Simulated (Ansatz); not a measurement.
System: C5H9O, net charge -1, singlet state. It need not be the lowest isomer of its formula. Whether it binds its extra electron was not tested at this geometry. 
Structure (B3LYP-D3(BJ)/def2-TZVP (Ansatz, a quantum-chemistry and plane-wave program) minimum search):
```
C
H 1 1.0982
H 1 1.0986 2 105.22
C 1 1.5215 2 106.96 3 -116.04
H 4 1.0966 1 112.34 2 163.19
H 4 1.1016 5 106.22 1 -121.37
C 1 1.5283 2 109.77 3 116.79
H 7 1.0963 1 108.94 2 64.22
H 7 1.0966 8 105.79 1 -118.11
C 7 1.5315 8 109.29 9 -117.46
H 10 1.0936 7 110.68 8 -63.22
H 10 1.0941 11 107.22 7 120.94
H 10 1.0954 11 107.88 12 115.78
C 4 1.6483 5 107.45 6 -110.06
O 14 1.2341 4 111.43 5 -146.34
```
Charge -1, spin multiplicity 1.

Total electronic energies in hartree. Correlated levels leave the core frozen unless marked. No spin-orbit coupling. No relativistic terms. CBS(X,Y): correlation extrapolated as X^-3; Hartree-Fock from the larger set. [CCSD(T)-MP2]/basis is that difference in the basis named.

```tsv
level	program	energy (Eh)
HF/cc-pVTZ	Ansatz	-269.45426
HF/aug-cc-pVQZ	Ansatz	-269.48122
RI-HF/aug-cc-pVTZ	Ansatz	-269.46496
RI-HF/aug-cc-pVQZ	Ansatz	-269.48109
SVWN5/def2-TZVPD	Ansatz	-268.85547
PBE-D4/def2-TZVPD	Ansatz + dftd4	?
revPBE-D3(BJ)/def2-TZVPD	Ansatz + dftd3	-271.17879
revPBE/def2-TZVPD	Ansatz	-271.15033
B3LYP/def2-TZVPD	Ansatz	-271.24294
PBE0-D4/def2-TZVP	Ansatz + dftd4	-270.90606
PBE0/def2-TZVP	Ansatz	-270.89654
r2SCANh-D4/def2-TZVPD	Ansatz + dftd4	-271.05670
B2PLYP-D4/def2-TZVPD	Ansatz + dftd4	-270.99769
RPA@PBE/cc-pVQZ	Ansatz	-271.34268
MP2/cc-pwCVTZ	Ansatz	-270.57036
SCS-MP2/cc-pVDZ	Ansatz	-270.25051
CCSD/aug-cc-pVTZ	Ansatz	-270.63230
CCSD/cc-pwCVTZ	Ansatz	-270.61545
CCSD/cc-pVQZ	Ansatz	-270.68353
CCSD(T)/cc-pVTZ	Ansatz	-270.65067
CCSD(T) with core electrons/cc-pwCVTZ	Ansatz	-270.96128
RI-MP2/CBS(aug-cc-pVTZ,aug-cc-pVQZ)+[CCSD(T)-MP2]/aug-cc-pVDZ	Ansatz	-270.8099
RI-MP2/CBS(aug-cc-pVTZ,aug-cc-pVQZ)+[CCSD(T)-MP2]/aug-cc-pVTZ	Ansatz	-270.8075
```

Problem. What belongs in the gaps?

Solution. 
- PBE-D4/def2-TZVPD, energy (Eh): -270.89306
